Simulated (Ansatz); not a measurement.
The lowest singlet and triplet of C2H6Si (SMILES C[Si]C); geometries from B3LYP-D3(BJ)/def2-TZVP, each state relaxed from the structure named, with no frequency check.
Singlet (charge 0, multiplicity 1):
```json
[
 {"atom": "C", "x (Å)": "1.4135", "y (Å)": "-0.2476", "z (Å)": "0.4986"},
 {"atom": "Si", "x (Å)": "0.0314", "y (Å)": "0.3329", "z (Å)": "-0.6769"},
 {"atom": "C", "x (Å)": "-1.4549", "y (Å)": "-0.1911", "z (Å)": "0.3935"},
 {"atom": "H", "x (Å)": "1.4709", "y (Å)": "-1.3407", "z (Å)": "0.3884"},
 {"atom": "H", "x (Å)": "2.3955", "y (Å)": "0.1547", "z (Å)": "0.2478"},
 {"atom": "H", "x (Å)": "1.1987", "y (Å)": "-0.0541", "z (Å)": "1.5541"},
 {"atom": "H", "x (Å)": "-1.3123", "y (Å)": "-1.1517", "z (Å)": "0.8979"},
 {"atom": "H", "x (Å)": "-2.4000", "y (Å)": "-0.2027", "z (Å)": "-0.1502"},
 {"atom": "H", "x (Å)": "-1.5439", "y (Å)": "0.5662", "z (Å)": "1.1865"}
]
```

```tsv
level	gap E(singlet) − E(triplet), vertical, at the singlet's geometry (eV)	cost
R-HF/cc-pV(D+d)Z	-0.743	-
U-SVWN5/def2-TZVPP	-1.439	×0.8
U-PBE0/def2-TZVPP	-1.225	×2
R-BHLYP/def2-TZVPP	-1.404	×2
R-wB97M-V/def2-TZVPP	-1.642	×3
U-B2PLYP/def2-TZVPP	-1.429	×4
R-SCS-MP2/cc-pV(D+d)Z	-1.351	-
R-CCSD/cc-pV(D+d)Z	-1.351	-
U-CCSD/cc-pV(T+d)Z (spin-contaminated)	-1.400	-
U-CCSD(T)/cc-pV(T+d)Z (spin-contaminated)	-1.427	×50
SA-CASSCF(2,2)/cc-pV(T+d)Z	-1.252	-
SC-NEVPT2 on SA-CASSCF(2,2)/cc-pV(T+d)Z	-1.491	-
FIC-NEVPT4(SD) on SA-CASSCF(2,2)/cc-pV(T+d)Z	-1.451	-
FIC-MRCISD+Q on SA-CASSCF(2,2)/cc-pV(T+d)Z	-1.442	-
```

The rows run from -1.642 (R-wB97M-V/def2-TZVPP) to -0.743 eV (R-HF/cc-pV(D+d)Z). The 3 U-functionals in def2-TZVPP without D3 or D4 span 0.214, from U-SVWN5 to U-PBE0.

A positive gap puts the triplet lower; no zero-point energy. R- takes a restricted singlet. U- takes an unrestricted singlet (broken symmetry where lower, unprojected). The triplet is unrestricted in single-reference levels. Active spaces average the two states.

Cores are frozen in the correlated methods.

Doubts at one or more of the structures used: a restricted determinant that unrestricted orbitals would lower (R-HF/cc-pV(D+d)Z, R-SCS-MP2/cc-pV(D+d)Z, R-CCSD/cc-pV(D+d)Z); T1 above 0.05 (U-CCSD/cc-pV(T+d)Z (spin-contaminated), U-CCSD(T)/cc-pV(T+d)Z (spin-contaminated)).

The values were computed with Ansatz (Gaussian orbitals). Each number belongs to the level named beside it.

Costs are rough ratios of core time to R-PBE/def2-TZVPP (about 6 s over the structures, on one shared machine); a dash marks a level with no comparable run of its own.

Ansatz is a program for electronic structure.
